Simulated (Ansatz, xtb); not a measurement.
**Two isomers of BrH7N2Si2**

Structure I: `N[SiH2]N[SiH2]Br`, a singlet. Structure II: `N[Si@@H](Br)N[SiH3]`, a singlet. Both are isolated molecules in the gas phase, relaxed with PBE0-D3(BJ)/def2-SVP; each stands in its lowest conformer found.

I (Å):

```yaml
atoms:
  - { symbol: Br, position_ang: [1.5362, 1.6547, -4.3276] }
  - { symbol: N, position_ang: [-0.7787, -0.1139, 0.8892] }
  - { symbol: N, position_ang: [-0.3822, 0.9213, -1.7072] }
  - { symbol: Si, position_ang: [0.3733, 0.0798, -0.3748] }
  - { symbol: Si, position_ang: [-0.2240, 0.6200, -3.3943] }
  - { symbol: H, position_ang: [-0.4835, -0.0873, 1.8576] }
  - { symbol: H, position_ang: [-1.6192, -0.6667, 0.7679] }
  - { symbol: H, position_ang: [0.9063, -1.1652, -1.0123] }
  - { symbol: H, position_ang: [1.5021, 0.8275, 0.2563] }
  - { symbol: H, position_ang: [-0.8407, 1.7952, -1.4559] }
  - { symbol: H, position_ang: [-1.4196, 1.1404, -4.1107] }
  - { symbol: H, position_ang: [-0.0187, -0.8347, -3.6155] }
```

II (Å):

```xyz
12

Br   -1.1824   -1.2556    1.6383
N    -1.9291   -2.6525   -1.3450
N    -1.6791    0.1258   -1.1408
Si   -2.2432   -1.2956   -0.3516
Si   -0.8248    1.5173   -0.5071
H    -2.4281   -3.5202   -1.1817
H    -0.9902   -2.8246   -1.6892
H    -3.6889   -1.3542   -0.0121
H    -1.8981    0.1678   -2.1333
H    -0.8172    2.5234   -1.6130
H    -1.5121    2.1017    0.6812
H     0.5892    1.2139   -0.1354
```

Question: Which of the two would you expect CCSD(T)/def2-SVP + ΔMP2/def2-TZVPP electronic energies to favour?

Answer: Structure II; the calculation gives E(II) − E(I) = −1.31 kcal/mol.

Level by level:

```json
{"level": "PBE0-D3(BJ)/def2-SVP", "geometry": "PBE0-D3(BJ)/def2-SVP", "E(II) − E(I) (kcal/mol)": "−1.95", "departure from the last row (kcal/mol)": "−0.64", "job, with rough time for the two": "optimisation, 2.6 min"}
{"level": "HF/def2-SVP", "geometry": "PBE0-D3(BJ)/def2-SVP", "E(II) − E(I) (kcal/mol)": "−0.83", "departure from the last row (kcal/mol)": "+0.48", "job, with rough time for the two": "part of the CCSD(T) run"}
{"level": "MP2/def2-SVP", "geometry": "PBE0-D3(BJ)/def2-SVP", "E(II) − E(I) (kcal/mol)": "−1.84", "departure from the last row (kcal/mol)": "−0.54", "job, with rough time for the two": "part of the CCSD(T) run"}
{"level": "CCSD(T)/def2-SVP", "geometry": "PBE0-D3(BJ)/def2-SVP", "E(II) − E(I) (kcal/mol)": "−1.68", "departure from the last row (kcal/mol)": "−0.37", "job, with rough time for the two": "single point"}
{"level": "CCSD(T)/def2-SVP + ΔMP2/def2-TZVPP", "geometry": "PBE0-D3(BJ)/def2-SVP", "E(II) − E(I) (kcal/mol)": "−1.31", "departure from the last row (kcal/mol)": "", "job, with rough time for the two": "single point, 70 s"}
```

As drawn, both hold the same kinds of bond in the same numbers.

None of the levels shown reverses the order. The largest departure from CCSD(T)/def2-SVP + ΔMP2/def2-TZVPP is that of PBE0-D3(BJ)/def2-SVP, 0.64 kcal/mol. Levels run at GFN2-xTB geometries aren't shown. The last row adds to CCSD(T) the change of the MP2 difference between the two basis sets, here +0.37 kcal/mol.

With thermal terms from frequencies at re-optimised GFN2-xTB minima (ideal gas, soft modes damped towards free rotors, one conformer each, 298.15 K, 1 atm): on the last row, ΔE + ΔZPE = −1.82, ΔH = −1.58, ΔG = −2.09 kcal/mol.

The correlated steps freeze 21 core orbitals; the filled d shell of Br is correlated, in a basis made for valence electrons. Mirror images aren't counted in ΔG. Programs: Ansatz 0.2.0, xtb 6.7.1; the last row on 2 threads of Intel(R) Xeon(R) Processor @ 2.70GHz on a shared host.
